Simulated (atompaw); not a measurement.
**Before and after: PAW (atompaw) potential for Tl**

```
Element                 : thallium
Generator               : atompaw 4.2.0.5
Type                    : PAW
Functional              : PBE
Relativity              : scalar-relativistic
Frozen core             : [Kr] 4d10 4f14 5s2
Valence charge          : 19
Reference configuration : 5p6 5d10 6s2 6p1
Partial waves           : 6s (bound): rc 2.45 bohr; 6s channel at 3.75 Ry: rc 2.45 bohr; 5p (bound): rc 1.55 bohr; 6p (bound): rc 2.45 bohr; 5d (bound): rc 2.45 bohr; 5d channel at -0.6 Ry: rc 1.85 bohr
Local potential         : troulliermartins scheme with l = 3 at 0 Ry, radius 2.35 bohr
Core correction         : smooth core density matched at 1.65 bohr
Augmentation charge     : besselshape compensation charge, radius 2.20 bohr; PAW radius 2.45 bohr; waves and projectors: custom rrkj gramschmidtortho
```

Change: wave 5d (bound): rc 2.45 bohr becomes 5d (bound): rc 2.00 bohr.

Cutoffs: the cutoffs (Ry, on a coarse ladder) from which the occupation-weighted sum of valence levels, in a spherical-Bessel basis at the reference potential, stays within 10 and 1 mRy of its value at 400 Ry; they do not see the model core or the augmentation charge, which bear on the density cutoff.

What does the change do?

The potential gets harder (35 Ry and 70 Ry → 45 Ry and 70 Ry); the range in which the d phases agree widens (upper end 1.9 → at the end of the scan); neither file shows a bound ghost.

```tsv
quantity	base	changed
cutoff, loose	35 Ry	45 Ry
cutoff, tight	70 Ry	70 Ry
loose cutoff by channel (10 mRy a level)	s 6 Ry, p 30 Ry, d 15 Ry	s 6 Ry, p 30 Ry, d 21 Ry
bound ghosts	none	none
s: phases at 2.46 bohr within 0.05 rad from the reference energy up to (Ry; the scan ends near 5)	to the end of the scan	to the end of the scan
p: phases at 2.46 bohr within 0.05 rad from the reference energy up to (Ry; the scan ends near 5)	4.0	4.0
d: phases at 2.46 bohr within 0.05 rad from the reference energy up to (Ry; the scan ends near 5)	1.9	to the end of the scan
lowest overlap eigenvalue by channel	s 0.53, p 0.43, d 0.18	s 0.53, p 0.43, d 0.48
```

 The cutoffs see the waves, projectors and local potential, not the compensation charge or the core.
